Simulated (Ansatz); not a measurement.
`Sc1ccc(-c2ccc(-c3ccc(-c4ccc(S)nc4)nc3)nc2)nc1`. Total charge 0; singlet. Geometry PBE-D4/def2-SVP.

```xyz
40

S     5.808    0.320   -7.446
C     4.674    0.401   -6.092
C     3.850    1.506   -5.802
C     2.992    1.449   -4.702
C     2.961    0.287   -3.897
C     2.080    0.151   -2.715
C     2.143   -1.006   -1.907
C     1.313   -1.122   -0.795
C     0.412   -0.075   -0.485
C    -0.496   -0.116    0.683
C    -1.434    0.918    0.893
C    -2.286    0.869    1.994
C    -2.202   -0.222    2.893
C    -3.076   -0.348    4.081
C    -4.109    0.565    4.395
C    -4.887    0.375    5.535
C    -4.609   -0.745    6.353
S    -5.583   -1.011    7.811
N    -3.635   -1.626    6.077
C    -2.899   -1.428    4.977
N    -1.298   -1.209    2.699
C    -0.486   -1.154    1.645
N     0.340    1.029   -1.264
C     1.137    1.132   -2.327
N     3.759   -0.769   -4.180
C     4.578   -0.718   -5.227
H     5.542    1.563   -7.936
H     3.878    2.410   -6.432
H     2.354    2.314   -4.474
H     2.855   -1.796   -2.185
H     1.362   -2.027   -0.172
H    -1.462    1.746    0.171
H    -3.012    1.679    2.154
H    -4.318    1.429    3.746
H    -5.697    1.074    5.791
H    -4.900   -2.143    8.146
H    -2.103   -2.160    4.763
H     0.230   -1.990    1.557
H     1.017    2.057   -2.918
H     5.206   -1.609   -5.410
```

Single mean-field runs in def2-SVP, def2-TZVP are fitted with def2-universal-jkfit.

Problem. Estimate the orbital energies around the gap (eV) in Ansatz with PBE-D4/def2-SVP, PBE-D4/def2-TZVP, r2SCAN-D4/def2-TZVP, PBE0-D4/def2-SVP, PBE0-D4/def2-TZVP.

Solution. 
| orbital | PBE-D4/def2-SVP | PBE-D4/def2-TZVP | r2SCAN-D4/def2-TZVP | PBE0-D4/def2-SVP | PBE0-D4/def2-TZVP |
| --- | --- | --- | --- | --- | --- |
| HOMO−9 | -7.18 | -7.25 | -7.48 | -8.34 | -8.36 |
| HOMO−8 | -7.09 | -7.18 | -7.42 | -8.26 | -8.30 |
| HOMO−7 | -6.92 | -6.99 | -7.21 | -8.06 | -8.07 |
| HOMO−6 | -6.27 | -6.37 | -6.66 | -7.80 | -7.89 |
| HOMO−5 | -6.14 | -6.31 | -6.63 | -7.76 | -7.87 |
| HOMO−4 | -6.10 | -6.29 | -6.57 | -7.60 | -7.70 |
| HOMO−3 | -5.93 | -6.11 | -6.44 | -7.35 | -7.39 |
| HOMO−2 | -5.62 | -5.80 | -6.13 | -7.23 | -7.34 |
| HOMO−1 | -5.59 | -5.70 | -5.86 | -6.57 | -6.61 |
| HOMO | -5.19 | -5.28 | -5.42 | -6.07 | -6.09 |
| LUMO | -2.87 | -2.98 | -2.90 | -2.24 | -2.30 |
| LUMO+1 | -2.10 | -2.28 | -2.15 | -1.27 | -1.41 |
| LUMO+2 | -2.03 | -2.18 | -2.05 | -1.24 | -1.35 |
| LUMO+3 | -1.85 | -2.03 | -1.90 | -0.99 | -1.15 |
| LUMO+4 | -1.56 | -1.71 | -1.55 | -0.66 | -0.77 |
| LUMO+5 | -1.33 | -1.45 | -1.29 | -0.40 | -0.47 |
